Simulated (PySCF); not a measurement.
A run for PySCF: R-HF/STO-3G on BrGeH2N (SMILES [NH2][Ge][Br]), a point of a torsion scan.

```python
from pyscf import gto, scf, dft, mp
from pyscf.data.elements import chemcore

mol = gto.M(
    atom='''
    N    -0.86355097   -0.08916682   -0.14330153
    Ge    0.73642616   -0.85321593   -0.68638092
    Br    2.04760696   -0.63963080    1.30641633
    H    -1.02988237    0.90114489   -0.26631877
    H    -1.19771278   -0.31120504    0.79019118
    ''',
    basis='sto-3g',
    charge=0, spin=0, verbose=3, max_memory=1800)
mf = scf.RHF(mol)
mf.conv_tol = 1e-8
mf.max_cycle = 100
mf.kernel()
if not mf.converged:
    mf = mf.newton().run(mf.mo_coeff, mf.mo_occ)
```

Output:

```
converged SCF energy = -4651.34050645013
```

Self-consistency was reached.

Cost: roughly 0.4 core-seconds.
